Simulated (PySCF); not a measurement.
**PdO: energy against distance**

Set-up: basis Pd def2-TZVPP with ECP28, O def2-TZVPP; scalar-relativistic core potentials; PySCF 2.14. Energies in eV from Pd (4d10) + O in their ground configurations at the same level. State: ³Π (triplet), unpaired electrons σ ↑, π ↑.

All columns are PBE0. A positive dipole means Pd(−)O(+).

| R (Å) | E (eV) | μ (D) | Mulliken charge on Pd (basis-dependent) | HOMO (eV) | LUMO (eV) | Mayer bond order | ⟨S²⟩ |
| --- | --- | --- | --- | --- | --- | --- | --- |
| 1.575 | -1.505 | -3.29 | 0.53 | -6.09 | -3.46 | 1.70 | 2.01 |
| 1.648 | -2.082 | -3.64 | 0.50 | -6.15 | -3.46 | 1.60 | 2.01 |
| 1.721 | -2.378 | -3.88 | 0.47 | -6.21 | -3.46 | 1.49 | 2.01 |
| 1.776 | -2.475 | -4.00 | 0.45 | -6.25 | -3.46 | 1.40 | 2.01 |
| 1.831 | -2.497 | -4.10 | 0.44 | -6.30 | -3.45 | 1.30 | 2.01 |
| 1.886 | -2.467 | -4.17 | 0.43 | -6.34 | -3.45 | 1.21 | 2.01 |
| 1.959 | -2.372 | -4.27 | 0.41 | -6.40 | -3.46 | 1.10 | 2.01 |
| 2.051 | -2.197 | -4.38 | 0.40 | -6.46 | -3.49 | 0.99 | 2.01 |
| 2.161 | -1.943 | -4.49 | 0.39 | -6.51 | -3.54 | 0.90 | 2.02 |
| 2.307 | -1.585 | -4.54 | 0.38 | -6.58 | -3.61 | 0.80 | 2.03 |

A fit through these points gives, at Re = 1.824 Å, μ = -4.09 D and dμ/dR = -1.55 D/Å; the reduced mass is 13.9 u.

**Question.** How strong is the fundamental in the double-harmonic approximation, I = 42.26·(dμ/dR)²/μred km/mol?

**Answer.** I = 42.26·(-1.55)²/13.9 = 7.30 km/mol at PBE0.

The metal atom is held in its measured ground configuration; semilocal functionals can put another filling of s and d lower by some tenths of an eV, and De to that atom would be smaller. These are scalar-relativistic numbers at best; spin–orbit coupling would shift them, the dissociation energy most. With d or f electrons several states lie close, and the lowest PBE0 determinant need not be the measured ground state.
